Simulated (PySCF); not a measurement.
**Cobalt: a sound run and one with changed settings**

Sound run: Co⁺ [Ar] 3d8, Co²⁺ [Ar] 3d7. Calculation: PySCF 2.14, in jorge-DZP-DKH (8s6p2d1f, 43 functions); the spin-free X2C one-electron Hamiltonian (Gaussian nucleus). In the sound run the correlated levels freeze [Ar]. The sound run starts from symmetry-adapted Hartree-Fock orbitals and uses a fine grid where one is needed.

Changed run: basis STO-3G, all-electron and non-relativistic. This setting is unsound on purpose.

```csv
species,method,sound run (hartree),changed run (hartree),converged
Co⁺,UHF,-1391.37073,-1364.93075,yes
Co⁺,PBE,-1392.51299,-1365.64817,yes
Co⁺,PBE0,-1392.52114,-1365.78540,yes
Co⁺,MP2,-1391.55433,-1364.92939,yes
Co²⁺,UHF,-1390.85400,-1365.36838,yes
Co²⁺,PBE,-1391.87927,-1365.99636,yes
Co²⁺,PBE0,-1391.90493,-1366.14205,yes
Co²⁺,MP2,-1390.96520,-1365.36885,yes
```

Ionisation energy of Co⁺:

```csv
method,sound run (eV),changed run (eV)
UHF,14.061,-11.909
PBE,17.244,-9.475
PBE0,16.768,-9.705
MP2,16.031,-11.958
SCS-MP2,15.916,-11.957
```

A minimal basis cannot let orbitals breathe on ionisation and holds almost no correlation. The Hamiltonian changed with the basis, so the totals do not compare. A negative ionisation energy or a positive MP2 energy shows that the occupation asked for is not the lowest one in this basis.

For comparison, NIST gives 17.084 eV between the lowest levels.
